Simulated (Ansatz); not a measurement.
Bond stretch in W(F)6, SMILES [F][W]([F])([F])([F])([F])[F]. The W1–F7 bond (W1 also carries F, F, F, F, F; F7 carries nothing else) is varied alone, starting from the PBE0/def2-TZVP, def2 effective core potentials past Kr optimised geometry.

Method: Ansatz (a quantum-chemistry and plane-wave program) with unrestricted PBE0/def2-TZVP, def2 effective core potentials past Kr.

Task: Relative to R = 1.83 Å, what are the energies at R = 2.06, 2.24, 2.97, 3.84 Å?

Result: 13.4 kcal/mol at 2.06 Å, 32.9 kcal/mol at 2.24 Å, 106.3 kcal/mol at 2.97 Å, 131.7 kcal/mol at 3.84 Å.

The unrestricted determinant behind UKS-PBE0 is spin-contaminated at 3.43 to 5.26 Å (<S²> up to 0.9, against 0.00 for a pure singlet).
